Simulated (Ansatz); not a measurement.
Molecule: ZnCl, net charge 0, doublet state. SMILES of the parent species: [Cl][Zn]
Coordinates optimised at B3LYP-D3(BJ)/def2-TZVP (Ansatz, a program for electronic structure):
```xyz
2

Zn     0.0000     0.0000    -0.7909
Cl     0.0000     0.0000     1.3957
```
Charge 0, spin multiplicity 2.

Wanted: size of the dipole moment, in D. Set-up: non-relativistic; UHF or UKS for open shells; no spin-orbit coupling; LANL2DZ with its own core potentials from Na on; six Cartesian d functions in 6-31G* and its kin unless marked 5d. First-principles rows: single points at B3LYP-D3(BJ) geometries (Ansatz). The spin state of an ion or metal species was assumed, not searched.

```tsv
level	program	size of the dipole moment (D)
SVWN5/6-31G*	Ansatz	2.83
SVWN5/6-31G* with LANL2DZ past Ar	Ansatz	3.05
PBE/LANL2DZ	Ansatz	3.26
PBE/6-31G*	Ansatz	2.88
PBE/def2-SVP	Ansatz	2.94
BLYP/6-31G*	Ansatz	2.75
BLYP/6-31G* with LANL2DZ past Ar	Ansatz	3.02
B3LYP/3-21G	Ansatz	3.48
B3LYP/LANL2DZ	Ansatz	3.46
B3LYP/6-31G	Ansatz	3.37
B3LYP/6-31G*	Ansatz	3.10
B3LYP/6-31G* with LANL2DZ past Ar	Ansatz	3.28
PBE0/6-31G* with LANL2DZ past Ar	Ansatz	3.41
```

No value to compare with is used here. The 13 habitual levels span 2.75 (BLYP/6-31G*) to 3.48 D (B3LYP/3-21G).

The levels are drawn from those run, B3LYP/6-31G* more often than the rest, none by its result; runs whose electronic state is in doubt are left out.
